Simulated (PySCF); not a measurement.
**C₆ coefficients of unlike pairs at UHF**

Calculated with PySCF 2.14 from the dipole response of each species, C₆(A,B) = (3/π) ∫ α_A(iu) α_B(iu) du, in atomic units, from isotropic polarisabilities. For ions this is the dispersion term alone; charge-induced terms of lower order in 1/R come first.

```
species      configuration                                                                                              basis      relativity  α (bohr³)  C₆ (like pair)
  N(2+)  [He] 2s2 2p1 (2P)                                                                             aug-cc-pVTZ (5s4p3d2f)            none      2.706           3.834
  O(3+)  [He] 2s2 2p1 (2P)                                                                           aug-cc-pVQZ (6s5p4d3f2g)            none      1.420           1.330
     Cl  [Ne] 3s2 3p5 (2P)                    aug-cc-pCVTZ-DK with one added diffuse shell each of s, p, d, f type (9s8p6d4f)   spin-free X2C      14.25           89.34
 Mo(2+)      [Kr] 4d4 (5D)  aug-cc-pVTZ-PP with one added diffuse shell each of s, p, d, f, g type with ECP28MDF (7s7p6d4f3g)  core potential      9.220           48.67
```

(1) Estimate C₆ for O(3+) with N(2+).

No spin-orbit coupling is included.

The other pairs:

| pair | C₆ |
| --- | --- |
| Mo(2+), O(3+) | 8.029 |
| Cl, N(2+) | 18.37 |
| Mo(2+), N(2+) | 13.63 |
| Mo(2+), Cl | 64.82 |
| Cl, O(3+) | 10.60 |

## Answers

(1) The integral gives 2.244. The combination rule 2 C_A C_B / (C_A α_B/α_A + C_B α_A/α_B) gives 2.243 and the geometric mean 2.258.
